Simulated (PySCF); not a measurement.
AsF₂H₃Si, SMILES F[SiH]([AsH2])F. Coordinates come from a PBE0-D3(BJ)/def2-SVP optimisation. This is a generated structure with no PubChem entry under its InChIKey; it may be hypothetical.

Computed equilibrium geometry at PBE0-D3(BJ)/def2-SVP (PySCF confirms it by a frequency run) as Cartesian coordinates in Å, and its point group:
point group Cs.
```xyz
7

Si    -1.0062     0.3816     0.0000
F     -1.6667    -0.3145    -1.3007
F     -1.6667    -0.3145     1.3007
As     1.2874    -0.1018     0.0000
H     -1.4123     1.8087     0.0000
H      1.5085     0.9350     1.0983
H      1.5085     0.9350    -1.0983
```
